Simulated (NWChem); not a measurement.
System: CrS2Cl2; SMILES [S]=[Cr](=[S])([Cl])[Cl]

Question: Give the equilibrium geometry at PBE0/def2-SVP (NWChem) as an XYZ file, with the point group.

Answer: point group C2v; any orientation.
```
5

Cr     0.0000     0.0000     0.0440
S      0.0000     1.5831     1.1808
S      0.0000    -1.5831     1.1808
Cl     1.7486     0.0000    -1.1294
Cl    -1.7486     0.0000    -1.1294
```
